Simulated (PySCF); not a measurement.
Isomers of CH12Si4 and their computed core-level spectra.

Computed, not measured: delta-SCF UKS SCAN, pcX-2 on the ionised atom, pcseg-1 elsewhere, spin-free X2C in PySCF. Geometries: PBE0-D3(BJ)/def2-SVP; isolated species, one conformer each.

Line lists (1s up to Mg, 2p3/2 beyond; areas count atoms within a level, one atom standing for each set equivalent by bonding):
1. C 1s: 290.20 eV; Si 2p3/2: 105.96 (area 1), 106.02 (area 1), 106.26 (area 1), 106.36 (area 1) eV
2. C 1s: 290.18 eV; Si 2p3/2: 105.76 (area 1), 106.25 (area 3) eV
3. C 1s: 290.22 eV; Si 2p3/2: 105.76 (area 1), 106.17 (area 1), 106.36 (area 2) eV

Structures:
A. `C[Si]([SiH3])([SiH3])[SiH3]`
B. `C[SiH2][SiH]([SiH3])[SiH3]`
C. `C[Si@H]([SiH3])[SiH2][SiH3]`

Task: Match each list to its structure.

Result: 
- 1 = C: no other candidate has these counts of sites. C 1s: 290.20 Si-methyl carbon; Si 2p3/2: 105.96 SiH silicon, 106.02 SiH2 silicon, 106.26 SiH3 silicon, 106.36 SiH3 silicon.
- 2 = A: no other candidate has these counts of sites. C 1s: 290.18 Si-methyl carbon; Si 2p3/2: 105.76 four-coordinate silicon, 106.25 SiH3 silicon (×3).
- 3 = B: no other candidate has these counts of sites. C 1s: 290.22 Si-methyl carbon; Si 2p3/2: 105.76 SiH silicon, 106.17 SiH2 silicon, 106.36 SiH3 silicon (×2).

The 2p values add to the ΔSCF energy of one spin-free hole a correction within the shell (spin–orbit coupling, ligand field).
